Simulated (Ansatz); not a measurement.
Computed with Ansatz on PBE0-D4/def2-TZVP structures; ΔE is electronic, products minus reactants. CBS: MP2 limit from def2 TZ/QZ plus the TZ coupled-cluster correction, frozen cores. Functionals use def2-TZVPP. B3LYP here is the variant with VWN-RPA as its local correlation; programs differ in this. HSE06 is defined as in plane-wave codes. For Mg outer-core shells are correlated without core-valence functions, which leaves a few kJ/mol of doubt a bond. Each species was taken in one conformer, which may not be the lowest.

`FC(F)C[SiH3]` + `[OH][Mg][O][SiH3]` → `[SiH3][O][Mg][O][SiH3]` + `CC(F)F`  (ligand exchange at the Si–C bond)

`FC(F)C[SiH3]`:

```xyz
11

F     0.735    1.872    0.076
C     0.822    0.807   -0.769
F     2.097    0.791   -1.247
C     0.509   -0.467   -0.042
Si   -1.201   -0.504    0.755
H     0.158    1.005   -1.618
H     0.584   -1.294   -0.754
H     1.275   -0.624    0.724
H    -1.475   -1.890    1.213
H    -1.276    0.421    1.912
H    -2.227   -0.117   -0.251
```

`[OH][Mg][O][SiH3]`:

```xyz
8

O     1.792    2.177   -1.771
Mg    0.854    1.038   -0.820
O    -0.122   -0.149    0.096
Si   -1.000   -1.216    0.924
H     2.367    2.879   -2.041
H    -0.144   -2.048    1.819
H    -2.016   -0.537    1.781
H    -1.731   -2.144    0.012
```

`[SiH3][O][Mg][O][SiH3]`:

Cartesian coordinates in Å:
```
Si 1.264 -2.595 -1.791
O 0.671 -1.362 -0.936
Mg 0.008 0.001 0.005
O -0.655 1.363 0.945
Si -1.265 2.595 1.790
H 2.654 -2.929 -1.364
H 0.431 -3.821 -1.619
H 1.302 -2.274 -3.247
H -0.294 3.082 2.812
H -1.603 3.745 0.901
H -2.512 2.194 2.504
```

`CC(F)F`:

```xyz
8

C    -0.001   -0.454    0.641
C    -0.064    0.379   -0.602
F     1.038    0.165   -1.370
F    -0.077    1.702   -0.283
H     0.899   -0.200    1.202
H     0.026   -1.512    0.377
H    -0.878   -0.263    1.260
H    -0.943    0.183   -1.225
```

| level | ΔE (kJ/mol) |
| --- | --- |
| PBE0-D4 | -122.8 |
| B3LYP-D4 | -131.6 |
| HSE06-D4 | -122.9 |
| PBE | -119.2 |
| BLYP | -132.1 |
| HF/def2-TZVPP | -155.3 |
| HF/def2-QZVPP | -157.8 |
| MP2/CBS(def2) | -135.5 |

Question: What does CCSD(T)/CBS give? (Estimate.)

Answer: The calculation gave: -135.0 kJ/mol. The listed levels differ from it by 12.2, 3.4, 12.1, 15.8, 2.9, -20.3, -22.8, -0.5 kJ/mol.

Largest T1 diagnostic among the species: 0.011.

At CCSD(T), def2-SVP lies +5.2 kJ/mol from the extrapolated value and def2-TZVPP +2.3 kJ/mol. The D4 term adds +3.9 kJ/mol with B3LYP and +2.1 kJ/mol with PBE0; it sums over pairs of atoms, weighted by their polarisabilities, and B3LYP, whose exchange is more repulsive, gets the larger term.

CCSD(T)/CBS has its own doubt, a few kJ/mol and more with outer-core shells, so smaller differences from it don't rank the levels.
